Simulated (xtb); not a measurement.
C₃H₇O (SMILES CC(C)=[OH+]), charge +1, singlet, from a rough starting geometry; GFN2-xTB (xtb 6.7.1).

Here is a job for xtb.
```
$ xtb mol.xyz --gfn 2 --chrg 1 --opt vtight --json

# file mol.xyz
11

C      1.30924796    -0.25374008     0.30126678
C      0.04442491     0.26287508    -0.18542651
C     -1.23635043    -0.33424349     0.14560600
O      0.16777168     1.32949695    -0.94652092
H      1.38206663    -0.33038271     1.35450207
H      1.45991982    -1.29835602    -0.09267948
H      2.17022755     0.33452543    -0.01909874
H     -2.09501842     0.12602650    -0.30948065
H     -1.33285355    -0.31058422     1.19678230
H     -1.19278448    -1.35075614    -0.14017352
H     -0.67842045     1.72237148    -1.24742767
```

Output, abridged:

```
   ID    Z sym.   atoms
    1    6 C      1-3
    2    8 O      4
    3    1 H      5-11

           -------------------------------------------------
          |                Calculation Setup                |
           -------------------------------------------------

           -------------------------------------------------
          |                 G F N 2 - x T B                 |
           -------------------------------------------------

          ...................................................
          :                      SETUP                      :
          :.................................................:
          :  # basis functions                  23          :
          :  # atomic orbitals                  23          :
          :  # shells                           15          :
          :  # electrons                        24          :
          :  max. iterations                   250          :
          :  Hamiltonian                  GFN2-xTB          :
          :  restarted?                      false          :
          :  GBSA solvation                  false          :
          :  PC potential                    false          :
          :  electronic temp.          300.0000000     K    :
          :  accuracy                    1.0000000          :
          :  -> integral cutoff          0.2500000E+02      :
          :  -> integral neglect         0.1000000E-07      :
          :  -> SCF convergence          0.1000000E-05 Eh   :
          :  -> wf. convergence          0.1000000E-03 e    :
          :  Broyden damping             0.4000000          :
          :  net charge                          1          :
          :  unpaired electrons                  0          :
          ...................................................

 iter      E             dE          RMSdq      gap      omega  full diag
   1    -13.7221007 -0.137221E+02  0.395E+00    5.58       0.0  T
   2    -13.7705925 -0.484918E-01  0.213E+00    4.01       1.0  T
   3    -13.7760305 -0.543803E-02  0.142E+00    4.37       1.0  T
   4    -13.7787339 -0.270341E-02  0.212E-01    3.94       1.0  T
   5    -13.7789570 -0.223070E-03  0.860E-02    4.05       1.0  T
   6    -13.7789701 -0.130601E-04  0.320E-02    4.04       1.0  T
   7    -13.7789711 -0.109073E-05  0.584E-03    4.04       5.2  T
   8    -13.7789712 -0.990022E-07  0.297E-03    4.04      10.2  T
   9    -13.7789713 -0.633009E-07  0.426E-04    4.04      70.8  T
  10    -13.7789713 -0.188356E-09  0.159E-04    4.04     189.9  T

   *** convergence criteria satisfied after 10 iterations ***

         :::::::::::::::::::::::::::::::::::::::::::::::::::::
         ::                     SUMMARY                     ::
         :::::::::::::::::::::::::::::::::::::::::::::::::::::
         :: total energy             -13.590395125234 Eh    ::
         :: gradient norm              0.091864591321 Eh/a0 ::
         :: HOMO-LUMO gap              4.041279956343 eV    ::
         ::.................................................::
         :: SCC energy               -13.778968377400 Eh    ::
         :: -> isotropic ES            0.114454504826 Eh    ::
         :: -> anisotropic ES         -0.011363982391 Eh    ::
         :: -> anisotropic XC          0.007126595416 Eh    ::
         :: -> dispersion             -0.003509200514 Eh    ::
         :: repulsion energy           0.188573252166 Eh    ::
         :: add. restraining           0.000000000000 Eh    ::
         :: total charge               1.000000000000 e     ::
         :::::::::::::::::::::::::::::::::::::::::::::::::::::

      -----------------------------------------------------------
     |                   =====================                   |
     |                        A N C O P T                        |
     |                   =====================                   |
     |               Approximate Normal Coordinate               |
     |                Rational Function Optimizer                |
      -----------------------------------------------------------
      -----------------------------------------------------------
     |                   =====================                   |
     |                        A N C O P T                        |
     |                   =====================                   |
     |               Approximate Normal Coordinate               |
     |                Rational Function Optimizer                |
      -----------------------------------------------------------

          ...................................................
          :                      SETUP                      :
          :.................................................:
          :   optimization level         verytight          :
          :   max. optcycles                   220          :
          :   ANC micro-cycles                  20          :
          :   degrees of freedom                27          :
          :.................................................:
          :   RF solver                   davidson          :
          :   write xtbopt.log                true          :
          :   linear?                        false          :
          :   energy convergence         0.1000000E-06 Eh   :
          :   grad. convergence          0.2000000E-03 Eh/α :
          :   maxmium RF displ.          1.0000000          :
          :   Hlow (freq-cutoff)         0.1000000E-01      :
          :   Hmax (freq-cutoff)         5.0000000          :
          :   S6 in model hess.         20.0000000          :
          ...................................................

generating ANC from exact Hessian ...
Using Lindh-Hessian (1995)
 Shifting diagonal of input Hessian by    0.0000000000000000
 Lowest  eigenvalues of input Hessian
    0.000000    0.000000    0.000000    0.000000    0.000000    0.000000
    0.011495    0.012429    0.021824    0.023472    0.038190    0.069449
[...]
 * total energy  :   -13.5975038 Eh     change       -0.3313173E-04 Eh
 * total energy  :   -13.5972932 Eh     change        0.2105923E-03 Eh
 * total energy  :   -13.5975476 Eh     change       -0.2543644E-03 Eh
 * total energy  :   -13.5975640 Eh     change       -0.1640395E-04 Eh
 * total energy  :   -13.5975792 Eh     change       -0.1518045E-04 Eh
 * total energy  :   -13.5975942 Eh     change       -0.1503579E-04 Eh
 * total energy  :   -13.5976224 Eh     change       -0.2815828E-04 Eh
 * total energy  :   -13.5976250 Eh     change       -0.2596588E-05 Eh
 * total energy  :   -13.5976253 Eh     change       -0.3098760E-06 Eh
 * total energy  :   -13.5976255 Eh     change       -0.1706367E-06 Eh
 * total energy  :   -13.5976256 Eh     change       -0.1170745E-06 Eh
 * total energy  :   -13.5976257 Eh     change       -0.1040928E-06 Eh
 * total energy  :   -13.5976258 Eh     change       -0.7868417E-07 Eh
   *** GEOMETRY OPTIMIZATION CONVERGED AFTER 27 ITERATIONS ***
[...]

         :::::::::::::::::::::::::::::::::::::::::::::::::::::
         ::                     SUMMARY                     ::
         :::::::::::::::::::::::::::::::::::::::::::::::::::::
         :: total energy             -13.597625760369 Eh    ::
         :: gradient norm              0.000036550368 Eh/a0 ::
         :: HOMO-LUMO gap              4.271693036241 eV    ::
         ::.................................................::
         :: SCC energy               -13.777402719982 Eh    ::
         :: -> isotropic ES            0.113770972176 Eh    ::
         :: -> anisotropic ES         -0.011310704935 Eh    ::
         :: -> anisotropic XC          0.007242681730 Eh    ::
         :: -> dispersion             -0.003524543929 Eh    ::
         :: repulsion energy           0.179776959613 Eh    ::
         :: add. restraining           0.000000000000 Eh    ::
         :: total charge               1.000000000000 e     ::
         :::::::::::::::::::::::::::::::::::::::::::::::::::::

           -------------------------------------------------
          |                Property Printout                |
           -------------------------------------------------

    * Orbital Energies and Occupations

         #    Occupation            Energy/Eh            Energy/eV
      -------------------------------------------------------------
         1        2.0000           -0.9784764             -26.6257
         2        2.0000           -0.8965387             -24.3961
         3        2.0000           -0.8647611             -23.5313
         4        2.0000           -0.8266941             -22.4955
         5        2.0000           -0.7990860             -21.7442
         6        2.0000           -0.7821412             -21.2831
         7        2.0000           -0.7448195             -20.2676
         8        2.0000           -0.6954580             -18.9244
         9        2.0000           -0.6905982             -18.7921
        10        2.0000           -0.6849764             -18.6392
        11        2.0000           -0.6768113             -18.4170
        12        2.0000           -0.6660054             -18.1229 (HOMO)
        13                         -0.5090235             -13.8512 (LUMO)
        14                         -0.1613544              -4.3907
        15                         -0.0917910              -2.4978
        16                         -0.0416248              -1.1327
        17                         -0.0206853              -0.5629
        18                         -0.0155016              -0.4218
        19                         -0.0092383              -0.2514
        20                          0.0129849               0.3533
        21                          0.0254003               0.6912
        22                          0.1189747               3.2375
        23                          0.2701328               7.3507
      -------------------------------------------------------------
                  HL-Gap            0.1569818 Eh            4.2717 eV
             Fermi-level           -0.5875145 Eh          -15.9871 eV

     #   Z          covCN         q      C6AA      α(0)
     1   6 C        3.756    -0.161    23.680     6.938
     2   6 C        2.813     0.259    22.641     7.796
     3   6 C        3.754    -0.171    23.891     6.970
     4   8 O        1.661    -0.196    17.288     5.613
     5   1 H        0.925     0.144     1.436     1.874
     6   1 H        0.924     0.174     1.241     1.742
     7   1 H        0.925     0.143     1.441     1.877
     8   1 H        0.925     0.117     1.638     2.001
     9   1 H        0.924     0.167     1.282     1.770
    10   1 H        0.925     0.145     1.426     1.868
    11   1 H        0.803     0.380     0.524     1.137

 Mol. C6AA /au·bohr⁶  :        699.368018
 Mol. C8AA /au·bohr⁸  :      15301.459512
 Mol. α(0) /au        :         39.586150

Wiberg/Mayer (AO) data.
largest (>0.10) Wiberg bond orders for each atom

 ---------------------------------------------------------------------------
     #   Z sym  total        # sym  WBO       # sym  WBO       # sym  WBO
 ---------------------------------------------------------------------------
     1   6 C    3.963 --     2 C    1.120     7 H    0.951     5 H    0.936
                             6 H    0.868
     2   6 C    3.847 --     4 O    1.459     1 C    1.120     3 C    1.119
     3   6 C    3.972 --     2 C    1.119     8 H    0.959    10 H    0.934
                             9 H    0.876
     4   8 O    2.466 --     2 C    1.459    11 H    0.822
     5   1 H    0.979 --     1 C    0.936
     6   1 H    0.970 --     1 C    0.868
     7   1 H    0.980 --     1 C    0.951
     8   1 H    0.986 --     3 C    0.959
     9   1 H    0.972 --     3 C    0.876
    10   1 H    0.979 --     3 C    0.934
    11   1 H    0.856 --     4 O    0.822
 ---------------------------------------------------------------------------

Topologies differ in total number of bonds
Writing topology from bond orders to xtbtopo.mol

molecular dipole:
                 x           y           z       tot (Debye)
 q only:       -0.310       0.235      -0.201
   full:       -0.538       0.302      -0.270       1.712
molecular quadrupole (traceless):
                xx          xy          yy          xz          yz          zz
 q only:        2.958      -2.964      -0.463       1.577      -3.516      -2.495
  q+dip:        2.614      -3.933      -0.419       2.051      -3.348      -2.195
   full:        2.322      -4.003      -0.414       2.034      -2.971      -1.909

optimized geometry written to: xtbopt.xyz

           -------------------------------------------------
          | TOTAL ENERGY              -13.597625760369 Eh   |
          | GRADIENT NORM               0.000036550368 Eh/α |
          | HOMO-LUMO GAP               4.271693036241 eV   |
           -------------------------------------------------
```
